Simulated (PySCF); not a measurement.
From one molecule to another.

First species: SiHMe2(NCO), C3H7NOSi.
Cartesian coordinates in Å at the PBE0-D3(BJ)/def2-SVP level; atoms count from 1:
```xyz
13
C3H7NOSi angstrom
Si     0.0130    0.0080    0.5552
H     -0.0404   -0.1103    2.0434
C      1.7873    0.0723   -0.0276
H      2.3344   -0.8312    0.2816
H      2.3041    0.9479    0.3960
H      1.8338    0.1433   -1.1253
C     -0.9735    1.4889   -0.0159
H     -2.0204    1.4156    0.3155
H     -0.9659    1.5593   -1.1147
H     -0.5493    2.4201    0.3916
N     -0.7225   -1.4219   -0.0952
C     -1.2350   -2.3955   -0.5618
O     -1.7350   -3.3488   -1.0205
```

Second species: C5H7O2P.
SMILES: `COc1cpc(C)o1`

Levels: B3LYP/def2-SVPD for dipole moment, HOMO energy, LUMO energy, HOMO–LUMO gap, static isotropic polarisability and electronic spatial extent ⟨r²⟩ about the centre of nuclear charge; TDDFT B3LYP/def2-SVPD for lowest singlet excitation; TDA B3LYP/def2-SVPD for lowest triplet excitation (Tamm–Dancoff); ΔSCF B3LYP/def2-SVPD for vertical ionisation energy; PBE0-D3(BJ)/def2-SVP for rotational constant A and rotational constant C. Geometries: PBE0-D3(BJ)/def2-SVP. Each species is one conformer at its optimised geometry, gas phase, non-relativistic unless stated. Electronic properties by PySCF.

The conformers computed, where there is a choice (atom-mapped SMILES and torsion angles):
- `[CH3:1][O:2][c:3]1[cH:4][p:5][c:6]([CH3:7])[o:8]1`: C1–O2–C3–C4 178°

Values for the first species:

```
Dipole moment                                                     : 3.10 D
HOMO energy                                                       : -8.11 eV
LUMO energy                                                       : 0.04 eV
HOMO–LUMO gap                                                     : 8.15 eV
Lowest singlet excitation                                         : 7.14 eV
Lowest triplet excitation (Tamm–Dancoff)                          : 6.56 eV
Static isotropic polarisability                                   : 73.4 au
Vertical ionisation energy                                        : 10.22 eV
Electronic spatial extent ⟨r²⟩ about the centre of nuclear charge : 946 bohr²
Rotational constant A                                             : 5.223 GHz
Rotational constant C                                             : 1.257 GHz
```

Q: Estimate the same properties for the second species, and the change in each.

A: 
```
                                                         property      first      second  second less first
                                                    dipole moment     3.10 D      2.59 D            -0.51 D
                                                      HOMO energy   -8.11 eV    -5.77 eV           +2.34 eV
                                                      LUMO energy    0.04 eV    -0.79 eV           -0.83 eV
                                                    HOMO–LUMO gap    8.15 eV     4.98 eV           -3.17 eV
                                        lowest singlet excitation    7.14 eV     4.65 eV           -2.49 eV
                         lowest triplet excitation (Tamm–Dancoff)    6.56 eV     2.96 eV           -3.60 eV
                                  static isotropic polarisability    73.4 au     92.5 au           +19.1 au
                                       vertical ionisation energy   10.22 eV     7.77 eV           -2.45 eV
electronic spatial extent ⟨r²⟩ about the centre of nuclear charge  946 bohr²  1182 bohr²         +236 bohr²
                                            rotational constant A  5.223 GHz   3.176 GHz         -2.047 GHz
                                            rotational constant C  1.257 GHz   0.965 GHz         -0.292 GHz
```

On the first: The polarisability is 10.88 Å³ as a volume (1 au = 0.148185 Å³), or 1.36 au for each of the 54 electrons. The vertical singlet–triplet gap S1 − T1 is 0.58 eV (TDDFT singlet less Tamm–Dancoff triplet).

On the second: S1 lies 0.33 eV below the HOMO–LUMO gap; its leading configuration is HOMO→LUMO, weight 0.93. The dipole matches unit charges of opposite sign 0.54 Å apart (1 e·Å = 4.8032 D).
